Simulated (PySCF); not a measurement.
Two species compared at the same levels of theory.

First species: C4H10SSi3.
Structure used (GFN2-xTB), in Å, numbered top down from 1:
```
atom  x, y, z in Å
C1     2.4098   -0.6476    2.3104
C2     2.1744   -0.7812    1.1390
Si3    1.7870   -0.9469   -0.6602
C4     0.1103   -0.0984   -0.9825
Si5   -1.3589   -0.9312   -0.0998
C6    -2.5514    0.5221    0.2071
S7    -1.6208    2.0240    0.6870
Si8    0.1118    1.7584   -0.5468
H9     2.6148   -0.5337    3.3365
H10    2.8428   -0.2793   -1.4342
H11    1.7064   -2.3728   -1.0030
H12   -0.0672   -0.1719   -2.0589
H13   -0.9705   -1.5082    1.1883
H14   -2.0266   -1.9220   -0.9514
H15   -3.1404    0.7756   -0.6729
H16   -3.2433    0.3335    1.0231
H17    1.2391    2.2055    0.2586
H18   -0.0260    2.5802   -1.7522
```

Second species: C₇H₁₁NOSi.
InChI=1S/C7H11NOSi/c1-2-6(5-8)9-10-7-3-4-7/h2,7H,3-4,10H2,1H3/b6-2-

Levels: PBE0/pcSseg-1 for HOMO energy, LUMO energy and HOMO–LUMO gap. Geometries: GFN2-xTB. Each structure is a single optimised conformer of the isolated species, non-relativistic unless stated; the electronic structure was computed with PySCF and density fitting.

Dipoles, sizes and rotational constants follow the conformer. The torsions of the flexible species, by atom-mapped SMILES:
- `[CH3:1]/[CH:2]=[C:3](/[C:4]#[N:5])[O:6][SiH2:7][CH:8]1[CH2:9][CH2:10]1`: C2–C3–O6–Si7 -179°, C3–O6–Si7–C8 180°, O6–Si7–C8–C9 -144°

The conformers of `C#C[SiH2][C@H]1[SiH2]CS[SiH2]1` aren't listed.

Values for the first species:

| Item | Value |
| --- | --- |
| HOMO energy | -6.69 eV |
| LUMO energy | -0.29 eV |
| HOMO–LUMO gap | 6.40 eV |

(1) Estimate the same properties for the second species, and the change in each.

## Answers

(1) 
```
     property     first    second  second less first
  HOMO energy  -6.69 eV  -7.16 eV           -0.47 eV
  LUMO energy  -0.29 eV  -1.02 eV           -0.73 eV
HOMO–LUMO gap   6.40 eV   6.14 eV           -0.26 eV
```

